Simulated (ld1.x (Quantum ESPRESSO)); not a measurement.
## Transferability test, TM potential for copper

* Element: Cu (Z = 29)
* Generator: ld1.x (Quantum ESPRESSO) 7.5
* Type: norm-conserving Troullier–Martins (Kleinman–Bylander form)
* Functional: PBE
* Relativity: scalar-relativistic
* Frozen core: [Ne]
* Valence charge: 19
* Reference configuration: 3s2 3p6 3d9 4s0 4p0 (charge +2)
* Partial waves: 3s (bound): rc 1.20 bohr; 3p (bound): rc 1.15 bohr; 3d (bound): rc 1.20 bohr
* Local potential: the d channel
* Core correction: Bessel-smoothed model core inside 0.95 bohr

Energies are relative to the spin-unpolarised reference configuration 3s2 3p6 3d9 4s0 4p0; without spin polarisation the order of configurations can differ from experiment.

| valence configuration | charge | ΔE all-electron (eV) | error AE − PS (meV) |
| --- | --- | --- | --- |
| 3s2 3p6 3d10 4s1 4p0 | 0 | -29.480 | +593 |
| 3s2 3p6 3d10 4s0 4p0 | +1 | -21.332 | -20 |
| 3s2 3p6 3d8 4s0 4p0 | +3 | 39.020 | -31 |
| 3s2 3p6 3d7 4s0 4p0 | +4 | 98.729 | -89 |
| 3s1 3p6 3d10 4s1 4p0 | +1 | 92.752 | +1194 |
| 3s2 3p6 3d9 4s2 4p0 | 0 | -27.510 | +1776 |

(1) What are ΔE and the potential's error for 3s2 3p6 3d10 4s0 4p1?

Levels in the configuration 3s2 3p6 3d10 4s0 4p1:

| level | all-electron (eV) | pseudo (eV) |
| --- | --- | --- |
| 3s | -116.831 | -116.835 |
| 3p | -74.287 | -74.306 |
| 3d | -7.153 | -7.199 |
| 4p | -1.715 | -1.702 |

Results:

(1) ΔE = -25.344 eV all-electron; the error (AE − PS) is -70 meV.

These tests converged, but a pseudo level misses the all-electron one widely, so the file describes the atom poorly there or has found another state: 3s2 3p6 3d7 4s0 4p0: empty 4s by 5.7 eV.
